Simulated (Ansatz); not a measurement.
Frontier orbitals of F2HOSc (`[OH][Sc]([F])[F]`).

```xyz
5

O    -0.199    0.490   -1.185
Sc    0.085   -0.209    0.506
F    -1.138    0.074    1.861
F     1.598   -1.204    0.873
H    -0.346    0.850   -2.055
```

Charge 0, multiplicity 1. Correlated methods include outer-core shells of Sc, which these sets cover unevenly. Scalar relativity is left out up to krypton. All single points use the PBE0-D4/def2-TZVP geometry. It is one conformer, not always the lowest. Basis def2-TZVPP, the Gaussian-basis code of Ansatz.

Orbital energies of one run (eV). Highest occupied ones, from the top: -11.00, -11.16, -12.78, -13.05, -13.06, -13.19, -13.61, -13.77, -15.69, -29.69, -33.75, -34.33, -39.93, -40.28. Empty: -1.53, 0.42, 0.51, 0.84, 1.03, 1.66.

Which functional gave them?
A. PBE0
B. PBE
C. B3LYP
D. BHLYP

D. HOMO energies: BHLYP -11.00, B3LYP -9.07, PBE -7.60, PBE0 -9.32 eV.

B3LYP here is the variant with VWN-RPA as its local correlation; programs differ in this.
